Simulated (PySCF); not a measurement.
## Two probes of the same atoms: core binding energy and nuclear shielding

Compound: C9H16.
Structure used (PBE0-D3(BJ)/def2-SVP), in Å, numbered top down from 1:
```xyz
25
C9H16 angstrom
C     -1.477   -0.516    1.971
C     -1.266   -0.208    0.685
C     -2.204    0.677   -0.085
C     -0.117   -0.783   -0.088
C     -0.342   -1.861   -0.849
C      1.246   -0.096    0.030
C      2.242   -0.637   -0.995
C      1.094    1.416   -0.182
C      1.811   -0.339    1.438
H     -2.331   -0.105    2.517
H     -0.818   -1.199    2.512
H     -2.659    0.112   -0.916
H     -3.009    1.068    0.554
H     -1.676    1.527   -0.543
H     -1.334   -2.321   -0.880
H      0.435   -2.326   -1.458
H      2.442   -1.709   -0.844
H      1.879   -0.496   -2.024
H      3.202   -0.107   -0.898
H      0.702    1.642   -1.186
H      0.419    1.862    0.563
H      2.073    1.911   -0.083
H      2.801    0.136    1.534
H      1.927   -1.415    1.636
H      1.158    0.086    2.213
```

Binding energies: delta-SCF UKS SCAN, pcX-2 on the ionised atom, pcseg-1 elsewhere, spin-free X2C (PySCF). Shieldings: GIAO PBE/pcSseg-1, non-relativistic, same geometry.

```csv
atom,C 1s (eV)
C1,289.63
C2,290.35
C3,290.54
C4,290.15
C5,289.57
C6,290.58
C7,290.26
```

Problem. What are the absolute isotropic shieldings of these atoms?

Solution. 
```csv
atom,environment,C 1s (eV),isotropic shielding (ppm)
C5,terminal =CH2 carbon,289.57,65.8
C1,terminal =CH2 carbon,289.63,61.4
C4,fully substituted alkene carbon,290.15,9.1
C7,methyl carbon,290.26,149.3
C2,fully substituted alkene carbon,290.35,22.7
C3,allylic carbon,290.54,148.2
C6,allylic carbon,290.58,140.0
```

Over these 7 sites the two quantities correlate at r = 0.45. By binding energy: C5 < C1 < C4 < C7 < C2 < C3 ≈ C6. By shielding: C4 < C2 < C1 < C5 < C6 < C3 < C7.

Of atoms equivalent by bonding only the ionised one is listed; its partners' own values can differ in this conformer. Spin contamination (⟨S²⟩ against 0.75 for a pure doublet) is marked for C 1s of C2 (0.87) and C 1s of C4 (0.86), which makes these values less certain. One conformer (not necessarily the lowest) at the PBE0-D3(BJ)/def2-SVP geometry, without solvent, vibrations or thermal averaging.
